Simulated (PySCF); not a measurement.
**Computed properties of Se(H)(iPr) (C3H8Se), SMILES [SeH]C(C)C**

Se(H)(iPr) (C3H8Se), SMILES CC(C)[SeH]. Geometry optimised at r2SCAN-D4/def2-SVP. Other conformers were not sampled. All values are computed for the isolated molecule unless a solvent is named; none is compared with measurement here.

**Structure.** All 30 harmonic modes at r2SCAN-D4/def2-SVP (PySCF) are real, so it is a minimum. With heavy atoms numbered as in [SeH:1][CH:3]([CH3:4])[CH3:5], the shortest bond between them is C3–C4 at 1.520 Å and the longest Se1–C3 at 1.991 Å.

**Vibrations.** The strongest infrared lines (harmonic, unscaled, degenerate partners summed) lie at 1233 cm⁻¹ (40 km/mol, H 74 %, C 26 %), 3018 cm⁻¹ (29 km/mol, H 97 %), 2430 cm⁻¹ (24 km/mol, H 99 %). The softest mode is at 174 cm⁻¹ and the zero-point energy is 63.4 kcal/mol.

**Electronic structure.** M06-2X/def2-TZVP (PySCF) places the frontier levels at -7.58 and 0.78 eV, a gap of 8.36 eV, and gives a dipole moment of 1.69 D and a mean polarisability of 64.1 bohr³. PBE/def2-TZVP (PySCF) at the same geometry gives -5.27 and -0.85 eV, so its gap is 3.94 eV narrower. An orbital gap is neither the optical nor the fundamental gap.

**Excitations.** TDDFT-CAM-B3LYP/def2-SVPD (PySCF) has S1 at 4.75 eV (261 nm, f = 0.002, dark); the most intense of the 10 singlets computed lies at 8.05 eV (f = 0.19). T1 (TDA) is at 4.30 eV. TDDFT-PBE/def2-SVPD (PySCF) puts S1 at 4.50 eV. No vertical singlet excitation falls in the visible range (under 3.1 eV).

**NMR.** GIAO shifts at B3LYP/pcSseg-1 (PySCF) (non-relativistic, atoms alike by connectivity averaged): ¹³C from 31.0 to 41.6 ppm against TMS; ¹H from 1.6 to 3.6 ppm against TMS.
